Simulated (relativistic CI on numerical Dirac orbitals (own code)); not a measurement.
# Hf30+: q coefficients and field-shift factors

Calculated at this level of theory: Dirac-Coulomb-Breit CI, orbitals from a KLI potential per configuration, derivatives by finite differences, unscaled Slater integrals, QED left out (own radial code, finite nucleus).

Configuration list (outside the closed core [Ar] 3d10): 4s²4p⁶4d⁶, 4s²4p⁵4d⁷, 4s²4p⁴4d⁸, 4s4p⁶4d⁷, 4p⁶4d⁸, 4s²4p⁶4d⁵5s, 4s4p⁵4d⁸, 4s²4p⁶4d⁵5p. Levels of other configurations are missing.

With x = (α/α₀)² − 1 an excitation energy changes as ω = ω₀ + qx; K = 2q/ω₀ is the relative enhancement. Terms are leading LS components, so labels can repeat. The field-shift factor is F = δν/δ⟨r²⟩ for the transition from the lowest level.

Lowest level 4s²4p⁶4d⁶ ⁵D4.

```tsv
Level	ω₀ (cm⁻¹)	q (cm⁻¹)	F (GHz/fm²)
4s²4p⁶4d⁶ ³P2	19774	583.8	-0.564
4s²4p⁶4d⁶ ³P0	61823	21180	0.598
4s²4p⁶4d⁶ ⁵D3	94838	118700	2.91
4s²4p⁶4d⁶ ⁵D1	107093	119700	2.8
4s²4p⁶4d⁶ ⁵D4	107447	105100	2.8
4s²4p⁶4d⁶ ³G5	133786	109100	2.99
4s²4p⁶4d⁶ ³H6	136685	109700	3.18
4s²4p⁶4d⁶ ³F2	147123	112500	2.17
4s²4p⁶4d⁶ ³G3	152107	115300	2.86
4s²4p⁶4d⁶ ³P0	182962	102900	2.3
4s²4p⁶4d⁶ ³D2	184484	139200	3.55
4s²4p⁶4d⁶ ³P1	187909	122500	3.04
4s²4p⁶4d⁶ ³G4	190515	124200	3.46
```

At this charge energies of transitions that change n are usually good to better than 1 %, and those within a shell (Δn = 0) to a few per cent. Terms inside the open d or f shell come out 10 to 20 % too wide with unscaled integrals.

(1) Which transition from the lowest level has the largest |K|?

Answers

(1) 4s²4p⁶4d⁶ ⁵D3 at 94838 cm⁻¹, K = 2.5.
